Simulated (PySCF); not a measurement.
Isomers of C4H7F3S2Si.

All values: PBE0/pcSseg-1 (PySCF) at GFN2-xTB geometries, gas phase, one conformer each.

(1) Rank by dipole moment, highest first.
A. `[CH3:1][SiH:2]([CH3:3])[S:4][C:5](=[S:6])[C:7]([F:8])([F:9])[F:10]` with C1–Si2–S4–C5 -71°, Si2–S4–C5–S6 1°
B. `[F:1][C:2]([F:3])([F:4])[CH2:5][C@H:6]1[CH2:7][S:8][SiH2:9][S:10]1` with C2–C5–C6–C7 68°, C5–C6–C7–S8 179°, C6–C7–S8–Si9 -43°, C7–S8–Si9–S10 13°, S8–Si9–S10–C6 12°
C. `[CH3:1][S:2][SiH2:3][S:4]/[CH:5]=[CH:6]/[C:7]([F:8])([F:9])[F:10]` with C1–S2–Si3–S4 -177°, S2–Si3–S4–C5 -27°, Si3–S4–C5–C6 -174°
D. `[F:1][C:2]([F:3])([F:4])[S:5][C@@H:6]1[CH2:7][S:8][CH2:9][SiH2:10]1` with C2–S5–C6–C7 -72°, S5–C6–C7–S8 -163°, C6–C7–S8–C9 52°, C7–S8–C9–Si10 -39°, S8–C9–Si10–C6 18°
E. `[CH3:1][Si@@H:2]1[S:3][CH2:4][C@@H:5]([C:6]([F:7])([F:8])[F:9])[S:10]1` with C1–Si2–S3–C4 -139°, Si2–S3–C4–C5 47°, S3–C4–C5–C6 180°, C4–C5–S10–Si2 36°
F. `[CH3:1][S:2][SiH2:3][S:4]/[CH:5]=[CH:6]\[C:7]([F:8])([F:9])[F:10]` with C1–S2–Si3–S4 -177°, S2–Si3–S4–C5 -22°, Si3–S4–C5–C6 -177°

(2) Rank by HOMO–LUMO gap, highest first.
A. `[CH3:1][SiH:2]([CH3:3])[S:4][C:5](=[S:6])[C:7]([F:8])([F:9])[F:10]` with C1–Si2–S4–C5 -71°, Si2–S4–C5–S6 1°
B. `[CH3:1][C@:2]1([C:3]([F:4])([F:5])[F:6])[CH2:7][S:8][SiH2:9][S:10]1` with C1–C2–C7–S8 -65°, C2–C7–S8–Si9 -43°, C7–S8–Si9–S10 14°, S8–Si9–S10–C2 11°
C. `[F:1][CH:2]([F:3])[C@@H:4]1[SiH2:5][S:6][CH2:7][S:8][C@@H:9]1[F:10]` with F1–C2–C4–Si5 -169°, C2–C4–Si5–S6 -176°, C4–Si5–S6–C7 47°, Si5–S6–C7–S8 -63°, S6–C7–S8–C9 72°
D. `[CH3:1][S:2][SiH2:3][S:4]/[CH:5]=[CH:6]/[C:7]([F:8])([F:9])[F:10]` with C1–S2–Si3–S4 -177°, S2–Si3–S4–C5 -27°, Si3–S4–C5–C6 -174°
E. `[CH2:1]=[CH:2][S:3][SiH2:4][S:5][CH2:6][C:7]([F:8])([F:9])[F:10]` with C1–C2–S3–Si4 -175°, C2–S3–Si4–S5 -56°, S3–Si4–S5–C6 -44°, Si4–S5–C6–C7 -83°

(3) Rank by HOMO energy, highest first.
A. `[F:1][C:2]([F:3])([F:4])[S:5][C@@H:6]1[CH2:7][S:8][CH2:9][SiH2:10]1` with C2–S5–C6–C7 -72°, S5–C6–C7–S8 -163°, C6–C7–S8–C9 52°, C7–S8–C9–Si10 -39°, S8–C9–Si10–C6 18°
B. `[CH3:1][Si@@H:2]1[S:3][CH2:4][C@H:5]([C:6]([F:7])([F:8])[F:9])[S:10]1` with C1–Si2–S3–C4 -106°, Si2–S3–C4–C5 -40°, S3–C4–C5–C6 -179°, C4–C5–S10–Si2 -44°
C. `[F:1][CH:2]([F:3])[C@@H:4]1[SiH2:5][S:6][CH2:7][S:8][C@@H:9]1[F:10]` with F1–C2–C4–Si5 -169°, C2–C4–Si5–S6 -176°, C4–Si5–S6–C7 47°, Si5–S6–C7–S8 -63°, S6–C7–S8–C9 72°
D. `[CH3:1][S:2][SiH2:3][S:4]/[CH:5]=[CH:6]/[C:7]([F:8])([F:9])[F:10]` with C1–S2–Si3–S4 -177°, S2–Si3–S4–C5 -27°, Si3–S4–C5–C6 -174°

Answers

(1) F (5.40 D), C (4.97 D), A (4.75 D), E (2.59 D), D (2.43 D), B (1.52 D).

(2) C (6.86 eV), B (6.68 eV), E (6.46 eV), D (6.21 eV), A (4.26 eV).

(3) A (-6.71 eV), C (-7.02 eV), D (-7.14 eV), B (-7.32 eV).

All values together:

```json
{"SMILES": "C=CS[SiH2]SCC(F)(F)F", "μ (D)": "2.21", "HOMO (eV)": "-7.00", "LUMO (eV)": "-0.53", "lowest IAO charge (e)": "-0.390 (C)", "highest IAO charge (e)": "+0.807 (C)", "lowest Hirshfeld charge (e)": "-0.106 (C)", "highest Hirshfeld charge (e)": "+0.296 (Si)"}
{"SMILES": "FC(F)(F)C[C@H]1CS[SiH2]S1", "μ (D)": "1.52", "HOMO (eV)": "-7.30", "LUMO (eV)": "-0.66", "lowest IAO charge (e)": "-0.335 (C)", "highest IAO charge (e)": "+0.808 (C)", "lowest Hirshfeld charge (e)": "-0.095 (F/C)", "highest Hirshfeld charge (e)": "+0.300 (Si)"}
{"SMILES": "C[Si@@H]1SC[C@@H](C(F)(F)F)S1", "μ (D)": "2.59", "HOMO (eV)": "-7.37", "LUMO (eV)": "-0.62", "lowest IAO charge (e)": "-0.723 (C)", "highest IAO charge (e)": "+0.809 (C)", "lowest Hirshfeld charge (e)": "-0.209 (C)", "highest Hirshfeld charge (e)": "+0.332 (Si)"}
{"SMILES": "C[SiH](C)SC(=S)C(F)(F)F", "μ (D)": "4.75", "HOMO (eV)": "-7.08", "LUMO (eV)": "-2.81", "lowest IAO charge (e)": "-0.723 (C)", "highest IAO charge (e)": "+0.865 (Si)", "lowest Hirshfeld charge (e)": "-0.212 (C)", "highest Hirshfeld charge (e)": "+0.373 (Si)"}
{"SMILES": "FC(F)[C@@H]1[SiH2]SCS[C@@H]1F", "μ (D)": "1.04", "HOMO (eV)": "-7.02", "LUMO (eV)": "-0.16", "lowest IAO charge (e)": "-0.440 (C)", "highest IAO charge (e)": "+0.685 (Si)", "lowest Hirshfeld charge (e)": "-0.151 (C)", "highest Hirshfeld charge (e)": "+0.303 (Si)"}
{"SMILES": "C[Si@@H]1SC[C@H](C(F)(F)F)S1", "μ (D)": "2.42", "HOMO (eV)": "-7.32", "LUMO (eV)": "-0.60", "lowest IAO charge (e)": "-0.724 (C)", "highest IAO charge (e)": "+0.810 (C)", "lowest Hirshfeld charge (e)": "-0.209 (C)", "highest Hirshfeld charge (e)": "+0.333 (Si)"}
{"SMILES": "FC(F)(F)S[C@@H]1CSC[SiH2]1", "μ (D)": "2.43", "HOMO (eV)": "-6.71", "LUMO (eV)": "-0.24", "lowest IAO charge (e)": "-0.634 (C)", "highest IAO charge (e)": "+0.759 (Si)", "lowest Hirshfeld charge (e)": "-0.166 (C)", "highest Hirshfeld charge (e)": "+0.344 (Si)"}
{"SMILES": "CS[SiH2]S/C=C\\C(F)(F)F", "μ (D)": "5.40", "HOMO (eV)": "-7.12", "LUMO (eV)": "-0.97", "lowest IAO charge (e)": "-0.496 (C)", "highest IAO charge (e)": "+0.798 (C)", "lowest Hirshfeld charge (e)": "-0.107 (C)", "highest Hirshfeld charge (e)": "+0.299 (Si)"}
{"SMILES": "CS[SiH2]S/C=C/C(F)(F)F", "μ (D)": "4.97", "HOMO (eV)": "-7.14", "LUMO (eV)": "-0.94", "lowest IAO charge (e)": "-0.497 (C)", "highest IAO charge (e)": "+0.805 (C)", "lowest Hirshfeld charge (e)": "-0.107 (C/F)", "highest Hirshfeld charge (e)": "+0.298 (Si)"}
{"SMILES": "C[C@]1(C(F)(F)F)CS[SiH2]S1", "μ (D)": "1.90", "HOMO (eV)": "-7.42", "LUMO (eV)": "-0.74", "lowest IAO charge (e)": "-0.425 (C)", "highest IAO charge (e)": "+0.803 (C)", "lowest Hirshfeld charge (e)": "-0.137 (C)", "highest Hirshfeld charge (e)": "+0.307 (Si)"}
```

Conformers: `[CH2:1]=[CH:2][S:3][SiH2:4][S:5][CH2:6][C:7]([F:8])([F:9])[F:10]` with C1–C2–S3–Si4 -175°, C2–S3–Si4–S5 -56°, S3–Si4–S5–C6 -44°, Si4–S5–C6–C7 -83°; `[F:1][C:2]([F:3])([F:4])[CH2:5][C@H:6]1[CH2:7][S:8][SiH2:9][S:10]1` with C2–C5–C6–C7 68°, C5–C6–C7–S8 179°, C6–C7–S8–Si9 -43°, C7–S8–Si9–S10 13°, S8–Si9–S10–C6 12°; `[CH3:1][Si@@H:2]1[S:3][CH2:4][C@@H:5]([C:6]([F:7])([F:8])[F:9])[S:10]1` with C1–Si2–S3–C4 -139°, Si2–S3–C4–C5 47°, S3–C4–C5–C6 180°, C4–C5–S10–Si2 36°; `[CH3:1][SiH:2]([CH3:3])[S:4][C:5](=[S:6])[C:7]([F:8])([F:9])[F:10]` with C1–Si2–S4–C5 -71°, Si2–S4–C5–S6 1°; `[F:1][CH:2]([F:3])[C@@H:4]1[SiH2:5][S:6][CH2:7][S:8][C@@H:9]1[F:10]` with F1–C2–C4–Si5 -169°, C2–C4–Si5–S6 -176°, C4–Si5–S6–C7 47°, Si5–S6–C7–S8 -63°, S6–C7–S8–C9 72°; `[CH3:1][Si@@H:2]1[S:3][CH2:4][C@H:5]([C:6]([F:7])([F:8])[F:9])[S:10]1` with C1–Si2–S3–C4 -106°, Si2–S3–C4–C5 -40°, S3–C4–C5–C6 -179°, C4–C5–S10–Si2 -44°; `[F:1][C:2]([F:3])([F:4])[S:5][C@@H:6]1[CH2:7][S:8][CH2:9][SiH2:10]1` with C2–S5–C6–C7 -72°, S5–C6–C7–S8 -163°, C6–C7–S8–C9 52°, C7–S8–C9–Si10 -39°, S8–C9–Si10–C6 18°; `[CH3:1][S:2][SiH2:3][S:4]/[CH:5]=[CH:6]\[C:7]([F:8])([F:9])[F:10]` with C1–S2–Si3–S4 -177°, S2–Si3–S4–C5 -22°, Si3–S4–C5–C6 -177°; `[CH3:1][S:2][SiH2:3][S:4]/[CH:5]=[CH:6]/[C:7]([F:8])([F:9])[F:10]` with C1–S2–Si3–S4 -177°, S2–Si3–S4–C5 -27°, Si3–S4–C5–C6 -174°; `[CH3:1][C@:2]1([C:3]([F:4])([F:5])[F:6])[CH2:7][S:8][SiH2:9][S:10]1` with C1–C2–C7–S8 -65°, C2–C7–S8–Si9 -43°, C7–S8–Si9–S10 14°, S8–Si9–S10–C2 11°.
